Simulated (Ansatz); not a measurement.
Cl$_{2}$H$_{2}$InN, SMILES `[NH2][In]([Cl])[Cl]`. The species carries charge 0 and has multiplicity 1. In takes the def2 core potential.

Cartesian coordinates in Å:
```
N -0.671 -0.623 0.862
In 0.280 0.443 -0.537
Cl 0.229 -0.176 -2.760
Cl 1.280 2.463 -0.037
H -0.339 -0.500 1.808
H -0.780 -1.608 0.664
```

Task: What are the harmonic wavenumbers in cm⁻¹ at PBE0-D4/def2-TZVP (Ansatz, finite differences of forces, unscaled)? (An estimate is asked.)

Result: Ansatz gave: 92, 102, 118, 279, 357, 384, 440, 635, 810, 1549, 3563, 3669.

Task: Is this a minimum?

Result: Yes, all 12 modes are real.

Task: Give the ideal-gas thermochemistry at 298.15 K and 1 bar (rigid rotor, harmonic oscillator; point group Cs, symmetry number 1).

Result: Zero-point energy 71.8 kJ/mol; H(298) − E = 91.7 kJ/mol; entropy 357.2 J/(mol·K), of which translation 175.0, rotation 118.2, vibration 64.0; G(298) − E = -14.8 kJ/mol. Modes under 100 cm⁻¹ are hindered rotations or soft bends, so the harmonic entropy is rough.
